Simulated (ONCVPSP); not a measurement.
**zinc: variants of one ONCV potential**

Base potential:

- Element: Zn
- Generator: ONCVPSP 4.0.1
- Type: optimised norm-conserving Vanderbilt (ONCV)
- Functional: PBEsol
- Relativity: scalar-relativistic
- Frozen core: [Ne] 3s2
- Valence charge: 18
- Reference configuration: 3p6 3d10 4s2
- Partial waves: 4s: rc 2.05 bohr, ncon 3, nbas 6, qcut 2.8 1/bohr, 2 projectors, debl 3.1 Ha; 3p: rc 1.00 bohr, ncon 4, nbas 9, qcut 14.2 1/bohr, 2 projectors, debl 3.6 Ha; 3d: rc 1.15 bohr, ncon 3, nbas 7, qcut 12.6 1/bohr, 1 projector
- Local potential: polynomial inside 0.90 bohr (lpopt 1, dvloc0 0 Ha)
- Core correction: Teter function, fcfact 5.25, rcfact 1.75

All-electron outer shells of the reference configuration (PBEsol, scalar-relativistic, ld1.x):

```
shell  level (eV)  outermost node (bohr)  outermost maximum (bohr)
   3s     -128.92                   0.28                      0.59
   3p      -83.26                   0.25                      0.59
   3d      -10.17                      –                      0.56
   4s       -6.00                   0.85                      2.09
```

Cutoffs, loose and tight: the cutoffs (Ha) at which the residual kinetic energy of the hardest occupied pseudo-wave falls to 1 and 0.1 mHa per electron. They do not see the model core or the augmentation charge, which bear on the density cutoff. Test errors are all-electron minus pseudo excitation energies from the reference, over the configurations 3p6 3d10 4s1; 3p6 3d10 4s0; 3p6 3d9 4s0; 3p6 3d10 4s0 4p1. A dash means not determined; rows that change the core or the reference have their own tests.

A true bound ghost makes a file unfit for plane-wave use even where its test errors are small: the radial tests pick states by their node count and pass the ghost by.

| change | outcome | cutoff, loose | cutoff, tight | bound ghosts | GHOST(+) flags above zero | largest test error (meV) |
| --- | --- | --- | --- | --- | --- | --- |
| base | generated | 66 Ha | 74 Ha | none | s | -76 |
| all radii but the core radius scaled by about 0.79 (s 1.62, p 0.78, d 0.90 bohr); local potential polynomial inside 0.70 bohr (lpopt 1, dvloc0 0 Ha) | generated | 115 Ha | 320 Ha | s | none | +36 |
| all radii but the core radius scaled by about 0.87 (s 1.78, p 0.88, d 1.00 bohr); local potential polynomial inside 0.78 bohr (lpopt 1, dvloc0 0 Ha) | generated | 74 Ha | 178 Ha | s | none | -30 |
| all radii but the core radius scaled by about 1.11 (s 2.28, p 1.12, d 1.28 bohr); local potential polynomial inside 1.00 bohr (lpopt 1, dvloc0 0 Ha) | generated | 62 Ha | 68 Ha | none | s | -205 |
| all radii but the core radius scaled by about 1.18 (s 2.42, p 1.18, d 1.36 bohr); local potential polynomial inside 1.06 bohr (lpopt 1, dvloc0 0 Ha) | generated | 59 Ha | 67 Ha | none | s | -299 |

Problem. What comes out with this change to the base: all radii but the core radius scaled by about 1.30 (s 2.68, p 1.30, d 1.50 bohr); local potential polynomial inside 1.18 bohr (lpopt 1, dvloc0 0 Ha)?

Solution. outcome: generated; cutoff, loose: 54 Ha; cutoff, tight: 63 Ha; bound ghosts: none; GHOST(+) flags above zero: s; largest test error (meV): -503.

Reading the sweep of the scale of all radii but the core radius (base = 1) (base included, trends over the rows without a ghost): The loose cutoff stays near 59 Ha. The median size of the test errors (rows with all tests solved) rises from 29.4 meV at 1 to 102.7 meV at 1.3. More of the atom is replaced by a form fitted at one configuration, so other configurations suffer as the radius grows. Bound ghosts are found at 0.79, 0.87.
